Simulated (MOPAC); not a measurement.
A run for MOPAC: PM6 on C3H5NO (a complex).

```
PM6 1SCF PRECISE CHARGE=0 THREADS=1
C3H5NO

C     -0.04712003 1     0.55655918 1    -0.60178301 1
C      0.31038455 1    -0.19620092 1     0.26016653 1
H     -0.35388448 1     1.20804615 1    -1.38341801 1
H      0.60596973 1    -0.83132838 1     1.06888205 1
N     -0.54015713 1     0.92343625 1     3.28720665 1
C      0.02108544 1    -0.15632943 1     3.87409494 1
O      0.57303284 1    -1.06533224 1     3.28753178 1
H     -0.52021660 1     1.02043645 1     2.28222239 1
H     -0.97995643 1     1.63729883 1     3.84015510 1
H     -0.06966684 1    -0.13887274 1     4.97459684 1
```

Program output:

```
*******************************************************************************
 **                                                                           **
 **                              MOPAC v23.2.5                                **
 **                                                                           **
 *******************************************************************************
 ** MOPAC's Digital Object Identifier: https://doi.org/10.5281/zenodo.6511958 **
 **                                                                           **
 ** Please cite the open-source release paper for use of this MOPAC version:  **
 ** J. E. Moussa and J. J. P. Stewart (2026)                                  **
 ** MOPAC: An open-source semiempirical molecular orbital program             **
 ** J. Open Source Softw., 11(119), 8025, https://doi.org/10.21105/joss.08025 **
 *******************************************************************************

                              PM6 CALCULATION RESULTS

 *******************************************************************************
 *  PM6        - The PM6 Hamiltonian to be used
 *
 *
 *
 *                 CHARGE ON SYSTEM = 0
 *
 *
 *
 *  PRECISE    - TIGHTER CRITERIA TO BE USED
 *  1SCF       - DO 1 SCF AND THEN STOP
 *  THREADS=1  - MULTI-THREADING NOT USED
 *  T=         - A TIME OF 172800.0 SECONDS REQUESTED
 *  DUMP=N     - RESTART FILE WRITTEN EVERY 7200.0 SECONDS REQUESTED
 *******************************************************************************
PM6 1SCF PRECISE CHARGE=0 THREADS=1
 C3H5NO

   ATOM   CHEMICAL          X               Y               Z
  NUMBER   SYMBOL      (ANGSTROMS)     (ANGSTROMS)     (ANGSTROMS)

     1       C         -0.04712003  *   0.55655918  *  -0.60178301  *
     2       C          0.31038455  *  -0.19620092  *   0.26016653  *
     3       H         -0.35388448  *   1.20804615  *  -1.38341801  *
     4       H          0.60596973  *  -0.83132838  *   1.06888205  *
     5       N         -0.54015713  *   0.92343625  *   3.28720665  *
     6       C          0.02108544  *  -0.15632943  *   3.87409494  *
     7       O          0.57303284  *  -1.06533224  *   3.28753178  *
     8       H         -0.52021660  *   1.02043645  *   2.28222239  *
     9       H         -0.97995643  *   1.63729883  *   3.84015510  *
    10       H         -0.06966684  *  -0.13887274  *   4.97459684  *



          CARTESIAN COORDINATES

    NO.       ATOM           X           Y           Z

     1         C         -0.0471      0.5566     -0.6018
     2         C          0.3104     -0.1962      0.2602
     3         H         -0.3539      1.2080     -1.3834
     4         H          0.6060     -0.8313      1.0689
     5         N         -0.5402      0.9234      3.2872
     6         C          0.0211     -0.1563      3.8741
     7         O          0.5730     -1.0653      3.2875
     8         H         -0.5202      1.0204      2.2822
     9         H         -0.9800      1.6373      3.8402
    10         H         -0.0697     -0.1389      4.9746

 General Reference for PM6:
 "Optimization of Parameters for Semiempirical Methods V: Modification of NDDO Approximations
 and Application to 70 Elements", J. J. P. Stewart, J. Mol. Mod., 13, 1173-1213 (2007)
 URL: https://link.springer.com/article/10.1007/s00894-007-0233-4

           Empirical Formula: C3 H5 N O  =    10 atoms



      MOLECULAR POINT GROUP   :   Cs


      RHF CALCULATION, NO. OF DOUBLY OCCUPIED LEVELS = 14


 -------------------------------------------------------------------------------
 PM6 1SCF PRECISE CHARGE=0 THREADS=1
 C3H5NO



     1SCF WAS SPECIFIED, SO BFGS WAS NOT USED
     SCF FIELD WAS ACHIEVED


                              PM6 CALCULATION
                                                       MOPAC v23.2.5 Linux




          FINAL HEAT OF FORMATION =         16.30676 KCAL/MOL =      68.22749 KJ/MOL


          COSMO AREA              =        124.46 SQUARE ANGSTROMS
          COSMO VOLUME            =        105.76 CUBIC ANGSTROMS

          IONIZATION POTENTIAL    =         10.699649 EV
          HOMO LUMO ENERGIES (EV) =        -10.700  0.856
          NO. OF FILLED LEVELS    =         14
          MOLECULAR WEIGHT        =         71.0786         POINT GROUP:  Cs

          MOLECULAR DIMENSIONS (Angstroms)

            Atom       Atom       Distance
            H    10    H     3     6.50533
            H     9    H     4     3.42935
            H    10    N     5     0.00058


          SCF CALCULATIONS        =          1





   ATOM   CHEMICAL          X               Y               Z
  NUMBER   SYMBOL      (ANGSTROMS)     (ANGSTROMS)     (ANGSTROMS)

     1       C         -0.04712003  *   0.55655918  *  -0.60178301  *
     2       C          0.31038455  *  -0.19620092  *   0.26016653  *
     3       H         -0.35388448  *   1.20804615  *  -1.38341801  *
     4       H          0.60596973  *  -0.83132838  *   1.06888205  *
     5       N         -0.54015713  *   0.92343625  *   3.28720665  *
     6       C          0.02108544  *  -0.15632943  *   3.87409494  *
     7       O          0.57303284  *  -1.06533224  *   3.28753178  *
     8       H         -0.52021660  *   1.02043645  *   2.28222239  *
     9       H         -0.97995643  *   1.63729883  *   3.84015510  *
    10       H         -0.06966684  *  -0.13887274  *   4.97459684  *

                             CARTESIAN COORDINATES

   1    C       -0.047120030     0.556559180    -0.601783010
   2    C        0.310384550    -0.196200920     0.260166530
   3    H       -0.353884480     1.208046150    -1.383418010
   4    H        0.605969730    -0.831328380     1.068882050
   5    N       -0.540157130     0.923436250     3.287206650
   6    C        0.021085440    -0.156329430     3.874094940
   7    O        0.573032840    -1.065332240     3.287531780
   8    H       -0.520216600     1.020436450     2.282222390
   9    H       -0.979956430     1.637298830     3.840155100
  10    H       -0.069666840    -0.138872740     4.974596840


           Empirical Formula: C3 H5 N O  =    10 atoms



      MOLECULAR POINT GROUP   :   Cs


                  EIGENVALUES
 -33.45853 -30.93964 -26.34751 -22.95694 -19.71171 -19.19083 -17.02625 -15.34772
 -15.23063 -14.54336 -11.50749 -11.46653 -10.85500 -10.69965   0.85625   1.73128
   1.80257   2.11855   4.18198   4.36922   5.27559   5.36102   6.35631   6.48233
   7.16969


              NET ATOMIC CHARGES AND DIPOLE CONTRIBUTIONS

  ATOM NO.   TYPE          CHARGE      No. of ELECS.   s-Pop       p-Pop
    1          C          -0.236398        4.2364     1.15894     3.07746
    2          C          -0.188989        4.1890     1.17442     3.01457
    3          H           0.196593        0.8034     0.80341
    4          H           0.228053        0.7719     0.77195
    5          N          -0.562490        5.5625     1.47249     4.09000
    6          C           0.457101        3.5429     1.08858     2.45432
    7          O          -0.545579        6.5456     1.85121     4.69437
    8          H           0.276762        0.7232     0.72324
    9          H           0.268678        0.7313     0.73132
   10          H           0.106270        0.8937     0.89373
 DIPOLE           X         Y         Z       TOTAL
 POINT-CHG.    -1.886     3.128     1.850     4.095
 HYBRID        -0.141     0.307    -0.414     0.534
 SUM           -2.027     3.435     1.436     4.239


          ATOMIC ORBITAL ELECTRON POPULATIONS

     Atom    s        px        py        pz
    1  C   1.15894   1.02102   1.02669   1.02975
    2  C   1.17442   0.98561   1.00490   1.02406
    3  H   0.80341
    4  H   0.77195
    5  N   1.47249   1.59295   1.29361   1.20343
    6  C   1.08858   0.73978   0.77097   0.94357
    7  O   1.85121   1.49903   1.44437   1.75097
    8  H   0.72324
    9  H   0.73132
   10  H   0.89373

 **********************
 *                    *
 * JOB ENDED NORMALLY *
 *                    *
 **********************




 == MOPAC DONE ==
```

The run finished.

Cost: very roughly 0.020 core-seconds.
